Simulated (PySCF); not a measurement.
**Polarisability and C₆ of N²⁺ (nitrogen, charge +2)**

[He] 2s2 2p1, 2P determinant. Calculation: PySCF 2.14, in aug-cc-pVTZ (5s4p3d2f, 46 functions); the non-relativistic Hamiltonian (point nucleus). Coupled (time-dependent) response in atomic units; α is the mean over directions.

| method | mean α (bohr³) | α xx, yy, zz | C₆ (like pair) | S(−4) |
| --- | --- | --- | --- | --- |
| UHF | 2.706 | 2.816, 2.485, 2.816 | 3.834 | 9.034 |
| PBE | 2.588 | 2.701, 2.363, 2.701 | 3.683 | 6.837 |
| PBE0 | 2.600 | 2.715, 2.370, 2.715 | 3.695 | 7.019 |
| BP86 | 2.586 | 2.699, 2.359, 2.699 | 3.682 | 6.802 |
| PW91 | 2.597 | 2.709, 2.374, 2.709 | 3.691 | 6.956 |

S(−4) is the Cauchy moment in α(ω) = α(0) + S(−4) ω² + …

α(iu) at UHF:

| u (hartree) | α(iu) (bohr³) |
| --- | --- |
| 0 | 2.706 |
| 0.0500 | 2.683 |
| 0.100 | 2.621 |
| 0.200 | 2.419 |
| 0.300 | 2.169 |
| 0.500 | 1.688 |
| 0.750 | 1.238 |
| 1.00 | 0.9392 |
| 1.50 | 0.5925 |
| 2.00 | 0.4076 |
| 3.00 | 0.2265 |
| 5.00 | 0.09958 |

A single London oscillator, α(iu) = α/(1 + u²/ω²), gives C₆ = (3/4) ω α². Matching the computed C₆ needs ω = 4 × 3.834 / (3 × 2.706²) = 0.698 hartree.

For an ion, C₆ is the dispersion term alone; charge-induced terms of lower order in 1/R come first.

The components differ because the open shell of this determinant is not spherical; for a pure term their mean is the scalar polarisability.
